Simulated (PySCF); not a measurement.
# Os: electron affinity

Os⁻ [Xe] 4f14 5d7 6s2 (4F) → Os [Xe] 4f14 5d6 6s2 (5D), as a difference of total energies. Calculation: PySCF 2.14, in aug-cc-pwCVDZ-PP with ECP60MDF; a scalar-relativistic core potential. Correlated levels: valence and next inner shell: nothing frozen outside the core potential. The calculations carry no spin-orbit coupling.

Problem. Order these methods by the electron affinity they give, lowest first.
A. MP2 (valence and next inner shell)
B. CCSD (valence and next inner shell)
C. UHF
D. CCSD(T) (valence and next inner shell)

Solution. C (-0.620 eV), A (0.417 eV), B (0.497 eV), D (0.665 eV).

The reference lies between the lowest fine-structure levels, while these numbers refer to the centres of the terms.

Errors of the correlated levels include the incompleteness of this basis.

A negative affinity means that the anion lies above the atom at that level of theory.

The coupled-cluster amplitudes are large for Os⁻ (T1 above 0.03 or a double amplitude above 0.15), so a single reference is strained.

For comparison: 1.078 eV (measured; photodetachment measurements, as compiled on the Wikipedia data page of electron affinities).
